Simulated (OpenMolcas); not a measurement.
# Pt4+: moving or changing the point charges

Pt4+ among 6 point charges of -1.7 e arranged as a tetragonal octahedron (D4h), 1.99 Å from the ion, with the axial distance 2.308 Å.
```
   1.9900    0.0000    0.0000  -1.70
   0.0000    1.9900    0.0000  -1.70
  -1.9900    0.0000    0.0000  -1.70
   0.0000   -1.9900    0.0000  -1.70
   0.0000    0.0000    2.3084  -1.70
   0.0000    0.0000   -2.3084  -1.70
```

```yaml
Program: OpenMolcas 26.06
Method: "SS-CASPT2, IPEA 0.25 Eh, imaginary shift 0.1 Eh (closed shells correlated: 5s 5p)"
Basis: ANO-RCC-VDZP [7s6p4d2f]
Scalar_Hamiltonian: DKH2, point nucleus
Active_space: 6 electrons in 5 orbitals (5d)
State_averaging: 2S+1 = 5 even, 5 roots; 2S+1 = 3 even, 45 roots; 2S+1 = 1 even, 50 roots
Spin-orbit_coupling: RASSI with atomic mean-field integrals over the reference wave functions
```

Runs around this geometry, states (labels of D4, the rotations of D4h). Energies in cm-1 above the lowest state or level, χT in cm3 K/mol.

| R (Å) | q (e) | Axial / equatorial distance | Ground state | First state of that spin | First gap with spin-orbit (degeneracies) | χT at 300 K | First state of another spin |
| --- | --- | --- | --- | --- | --- | --- | --- |
| 1.99 | -1.36 | 1.16 | 5E | 5B2 2840 | 74 (1, 1) | 4.254 | 3E 14650 |
| 1.79 | -1.7 | 1.16 | 5E | 5B2 4500 | 500 (1, 1) | 1.775 | 3E 8730 |
| 1.99 | -1.7 | 1.16 | 5E | 5B2 3580 | 220 (1, 1) | 3.608 | 3E 13270 |
| 2.21 | -1.7 | 1.16 | 5E | 5A1 2660 | 73 (1, 2) | 4.623 | 3E 15910 |
| 1.99 | -1.7 | 1.25 | 5E | 5A1 2890 | 46 (1, 1) | 4.035 | 3B2 12990 |

Scaling the charges by -1.36 / -1.7 = 0.80 scales the first state of the same spin by 2840 / 3580 = 0.79; with fixed orbitals a first-order splitting would follow the charge.

Point charges give a weaker field than real ligands, and real ions of this kind are as a rule low spin; the high spin found here belongs to the model. Free-ion shares, where given, are those of the reference states; single-state CASPT2 does not remix them. Spin-orbit coupling mixes the spin-free states strongly: the lowest level takes only 60 % from its leading state, 5E (figures for R = 1.99, q = -1.36, ratio = 1.16; the like holds for R = 1.79, q = -1.7, ratio = 1.16, R = 1.99, q = -1.7, ratio = 1.16, R = 2.21, q = -1.7, ratio = 1.16, R = 1.99, q = -1.7, ratio = 1.25). An orbital doublet at a regular site is open to a Jahn-Teller distortion, which this geometry leaves out (holds for R = 1.99, q = -1.36, ratio = 1.16; R = 1.79, q = -1.7, ratio = 1.16; R = 1.99, q = -1.7, ratio = 1.16; R = 1.99, q = -1.7, ratio = 1.25). This shell can be high or low spin here, a state of another spin lies low, and with metal d orbitals alone active their balance is uncertain, so the ground spin may be wrong (holds for R = 1.99, q = -1.36, ratio = 1.16; R = 1.79, q = -1.7, ratio = 1.16; R = 1.99, q = -1.7, ratio = 1.16; R = 1.99, q = -1.7, ratio = 1.25). Point charges carry no covalency, so the field is a model and not that of real ligands. No measured value stands beside these numbers.
